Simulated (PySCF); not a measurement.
# Simulated absorption spectrum

Compound: C4H6F2O2Si.
SMILES with atom numbers: `[F:1][CH2:2][O:3][C@H:4]1[CH:5]=[C:6]([F:7])[SiH2:8][O:9]1` (hydrogens: H10, H11 on C2; H12 on C4; H13 on C5; H14, H15 on Si8)

Computed, not measured: PySCF, TDDFT wB97X-D/def2-SVPD, vertical, gas phase, core orbitals frozen in the response. The structure is a single GFN2-xTB conformer in the gas phase; no vibrational or solvent corrections. Torsions of this conformer, `[F:1][CH2:2][O:3][C@H:4]1[CH:5]=[C:6]([F:7])[SiH2:8][O:9]1`: F1–C2–O3–C4 -73°, C2–O3–C4–C5 174°.

Computed states:

```json
{"state": "S1", "E (eV)": "6.83", "f": "0.014"}
{"state": "S2", "E (eV)": "6.99", "f": "0.164"}
{"state": "S3", "E (eV)": "7.24", "f": "0.103"}
{"state": "S4", "E (eV)": "7.45", "f": "0.0034"}
{"state": "S5", "E (eV)": "7.56", "f": "0.011"}
{"state": "S6", "E (eV)": "7.86", "f": "0.0047"}
{"state": "S7", "E (eV)": "7.95", "f": "0.0068"}
{"state": "S8", "E (eV)": "8.01", "f": "0.041"}
```

Broadening: Gaussians 0.5 eV wide at half height, area fixed by f = 4.319×10⁻⁹ ∫ε dν̃. The width is an assumption, not a result. The curve ends short of the highest state used, and states not computed would add to its high-energy end.

Question: What does the envelope look like, and where are its maxima?

Answer: 
```csv
λ (nm),ε (L mol⁻¹ cm⁻¹)
167.3,5999
168.3,7107
169.4,8365
170.4,9482
171.5,10609
172.5,11479
173.6,12202
174.6,12601
175.6,12722
176.7,12522
177.7,12045
178.8,11232
179.8,10281
180.9,9074
181.9,7900
183.0,6600
184.0,5469
185.0,4430
186.1,3423
187.1,2646
188.2,1945
189.2,1439
190.3,1010
191.3,717
192.3,500
193.4,329
194.4,221
195.5,140
196.5,91
197.6,56
198.6,35
199.6,22
200.7,13
201.7,8
202.8,4
203.8,3
```

Maxima: 176 nm (7.06 eV), ε about 13000, made up of S2 (65%) and S3 (31%) (ε in L mol⁻¹ cm⁻¹; maxima over ε = 5, shares over 10%).

Question: What would ε be at 7.06 eV, the highest of these maxima, with half the width (0.25 eV)?

Answer: About 16800 L mol⁻¹ cm⁻¹ against 12700, a factor of about 1.3; a lone state at its own centre would give exactly 2.

Question: Coming from long wavelengths, where does ε first pass 100 L mol⁻¹ cm⁻¹?

Answer: At about 196 nm (6.32 eV), 0.52 eV below S1.

Question: Does any computed singlet lie in the visible range?

Answer: No computed singlet lies in the visible range (380 to 750 nm); the lowest, at 181 nm, stands 3.57 eV above its violet end (3.26 eV).
